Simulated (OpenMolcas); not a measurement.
Re6+ with 6 ligands (fluoride) in octahedral coordination (Oh) at 1.86 Å. Ligand basis ANO-RCC-VDZP.
```
Re    0.0000    0.0000    0.0000
F     1.8600    0.0000    0.0000
F     0.0000    1.8600    0.0000
F    -1.8600    0.0000    0.0000
F     0.0000   -1.8600    0.0000
F     0.0000    0.0000    1.8600
F     0.0000    0.0000   -1.8600
```

* Program: OpenMolcas
* Method: SS-CASPT2, IPEA 0.25 Eh, imaginary shift 0.1 Eh (closed shells correlated: 5s 5p and the ligand valence shells)
* Basis: ANO-RCC-VTZP [8s7p5d3f2g1h]
* Scalar Hamiltonian: DKH2, point nucleus
* Active space: 1 electron in 5 orbitals (5d)
* State averaging: 2S+1 = 2 even, 5 roots
* Spin-orbit coupling: RASSI with atomic mean-field integrals over the reference wave functions

Problem. What is the spin-free ground state (labels of O, the rotations of Oh)?

Solution. 2T2, 3-fold in its orbital part; it has the highest spin that d1 allows.

Problem. Where is the first state of the same spin?

Solution. 2E at 44300 cm-1 above the ground state.

Problem. What are the lowest two levels with spin-orbit coupling?

Solution. A 4-fold level Γ8, then a 2-fold level 5270 cm-1 above it. Their leading multiplicities are 2 (100 %) and 2 (100 %).

Problem. What is χT at 300 K, and how does it compare with the textbook value?

Solution. The lowest level has 2S+1 = 2, for which the spin-only value is χT = S(S+1) / 2 = 0.375 cm3 K/mol (g = 2). The computed 0.031 at 300 K differs by -0.344, through orbital momentum, spin-orbit coupling and any other state in reach. With a threefold ground state the orbital momentum is unquenched, so the spin-only value is not expected to hold.

Problem. Which ligand-field parameters describe the states?

Solution. The gap between the two states is 10Dq = 44268 cm-1. 

Roots that are degenerate in the reference are averaged as groups; the widest CASPT2 spread within a group is 30 cm-1 (the 3-fold group of multiplicity 2 near 0 cm-1 above the lowest state of its run). Shifts and gaps below about the spread of the groups concerned are not significant. Over all roots computed the reference weight is 0.67 to 0.68; a low but even weight reflects the number of correlated electrons. An orbital triplet at a regular site is open to Jahn-Teller coupling, which can distort the site and quench the lowest spin-orbit gaps and is left out. The least metal-like active orbital is 67 % on the metal (Löwdin) and no ligand orbital is active, so the numbers are rough. Ligand-to-metal charge-transfer states are missing. With one d shell and no ligand orbital active, 10Dq can be off by a tenth or more. No measured value stands beside these numbers; the geometry is a model, was not optimised and need not be the one that this ion takes.
